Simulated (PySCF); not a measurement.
HMnO, neutral, multiplicity 7. Atoms are numbered in the order given.

```xyz
3

Mn     0.0000     0.0000     0.5116
O      0.0000     0.0000    -1.3150
H      0.0000     0.0000    -2.2698
```
Charge 0, spin multiplicity 7.

The structure is a stationary point at B3LYP-D3(BJ)/def2-TZVP. A frequency run showed that this geometry is not a minimum. The spin state was assumed, not searched.

Calculation: PySCF with ωB97X/def2-TZVPD.

Mulliken values depend strongly on the basis, most of all with diffuse functions as here. ESP charges are fitted to the potential on shells at 1.4 to 2.0 van der Waals radii. Atomic charges (e):

| atom | meta-Löwdin | ESP fit | Mulliken spin |
|---|---|---|---|
| Mn1 | … | 0.22 | 5.97 |
| O2 | … | -0.49 | -0.01 |
| H3 | … | 0.28 | 0.04 |

Question: Fill in the missing entries. (Estimate from the structure and the level; the computed values follow.)

Answer: 
- Mn1, meta-Löwdin: 0.78
- O2, meta-Löwdin: -1.10
- H3, meta-Löwdin: 0.33
